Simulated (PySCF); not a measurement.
C6H6N, SMILES Nc1[c]cccc1, multiplicity 2.

Coordinates come from a r2SCAN-D4/def2-SVP optimisation. The isomer is the one that the SMILES or the coordinates give; other isomers of the formula were not compared. Other conformers were not sampled.

Level of theory: SMD-PBE0/def2-SVP run with PySCF.

Solvation free energies are E(SMD) − E(gas) at the gas-phase geometry, for 1 M in both phases. In vacuum the dipole moment is 1.70 D.

Computed solvation free energies in water, diethylether, methanol:
```csv
solvent,ΔG(solv) (kcal/mol),its non-electrostatic (CDS) part,dipole (D)
water,-4.3,3.3,2.29
diethylether,-6.6,-1.7,2.08
methanol,-7.0,0.3,2.27
```
